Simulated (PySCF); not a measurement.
# Trend along the alkali metals: MB cations

r²SCAN with double-zeta basis sets in PySCF, for the lowest determinant that a PBE0 search found; no spin–orbit coupling. De refers to high-spin ground-configuration atoms (the charge goes to the atom of lower measured ionisation energy or higher electron affinity, which is not always the lowest computed limit). A positive dipole points towards B; it is taken about the centre of mass and depends on that origin.

| M | basis | charged atom | state (unpaired electrons) | Re (Å) | ωe (cm⁻¹) | De (eV) | μ (D) |
| --- | --- | --- | --- | --- | --- | --- | --- |
| Li | cc-pVDZ | Li+ | doublet (σ ↑) | 2.538 | 311 | 0.79 | -5.23 |
| Na | aug-pcseg-1 | Na+ | doublet (σ ↑) | 2.918 | 185 | 0.55 | -2.54 |
| K | x2c-SVPall | K+ | doublet (σ ↑) | 3.433 | 129 | 0.32 | -2.24 |
| Rb | def2-SVPD | Rb+ | doublet (σ ↑) | 3.607 | 119 | 0.28 | -0.53 |
| Cs | def2-SVP | Cs+ | doublet (σ ↑) | 3.833 | 108 | 0.23 | -0.12 |

The shortest bond is that of LiB⁺ (2.538 Å), the longest that of CsB⁺ (3.833 Å).

The rows differ in basis set, which adds steps of its own.

Down a group the atoms grow and get heavier, so bonds lengthen and wavenumbers fall; this series shows no clear exception.

Weak bonds: CsB⁺, KB⁺, RbB⁺. Basis-set superposition, not corrected here, can be much of De in a small basis, most of all at correlated wavefunction levels. These are scalar-relativistic numbers at best; spin–orbit coupling would shift them, the dissociation energy most. For an ion De counts to the pair picked by the measured ionisation energies or electron affinities, which need not be the lowest pair at this level. States were picked by a PBE0 search and need not be the measured ground states.
